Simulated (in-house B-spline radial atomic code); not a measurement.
Radial electron density of Se IV (Se3+), [Ar] 3d10 4s2 4p1. Level of theory: non-relativistic r2SCAN0, spin-polarised, spherical fractional occupations, point nucleus; calculated with a radial B-spline atomic code at the basis-set limit.

Caution: exact exchange at fractional occupations of open shells leaves self-interaction of up to several eV.

Columns: r (bohr), 4πr²n(r) (electrons per bohr), bar.

```
 0.00194    1.122 #
 0.00236    1.614 #
 0.00288    2.321 ##
 0.00351    3.303 ###
 0.00429    4.679 ####
 0.00523    6.524 ######
 0.00638     8.98 ########
 0.00778    12.14 ###########
 0.00948    16.07 ###############
  0.0116    20.85 ###################
  0.0141    26.03 ########################
  0.0172    31.46 ############################
   0.021    36.42 #################################
  0.0256    40.02 ####################################
  0.0312    41.52 ######################################
  0.0381     40.6 #####################################
  0.0465    37.82 ##################################
  0.0567    34.89 ################################
  0.0691    34.05 ###############################
  0.0843    36.89 #################################
   0.103    42.79 #######################################
   0.125    48.08 ###########################################
   0.153    48.69 ############################################
   0.187    42.52 ######################################
   0.228    33.13 ##############################
   0.277    26.91 ########################
   0.338     27.3 #########################
   0.413    31.51 ############################
   0.503    32.67 ##############################
   0.614    27.44 #########################
   0.749    18.39 #################
   0.914    10.22 #########
    1.11    5.521 #####
    1.36    3.456 ###
    1.66    2.505 ##
    2.02    1.626 #
    2.47   0.7822 #
    3.01   0.2629 
    3.67  0.05703 
    4.47 0.007613 
    5.46 0.0005524 
    6.66 2.056e-05
```

On this grid the curve has 3 maxima, near 0.0312, 0.153, 0.503 bohr.

The 4s up radial function P(r) = rR(r), positive near the nucleus:

| r (bohr) | P |
| --- | --- |
| 0.000588 | 0.00953 |
| 0.000875 | 0.01404 |
| 0.0013 | 0.02056 |
| 0.00194 | 0.03002 |
| 0.00288 | 0.04313 |
| 0.00429 | 0.06114 |
| 0.00638 | 0.08438 |
| 0.00948 | 0.1119 |
| 0.0141 | 0.1394 |
| 0.021 | 0.1561 |
| 0.0312 | 0.142 |
| 0.0465 | 0.07153 |
| 0.0691 | -0.06481 |
| 0.103 | -0.2206 |
| 0.153 | -0.2558 |
| 0.228 | -0.03293 |
| 0.338 | 0.3282 |
| 0.503 | 0.3947 |
| 0.749 | -0.08885 |
| 1.11 | -0.7077 |
| 1.66 | -0.8585 |
| 2.47 | -0.47 |
| 3.67 | -0.1053 |
| 5.46 | -0.006823 |
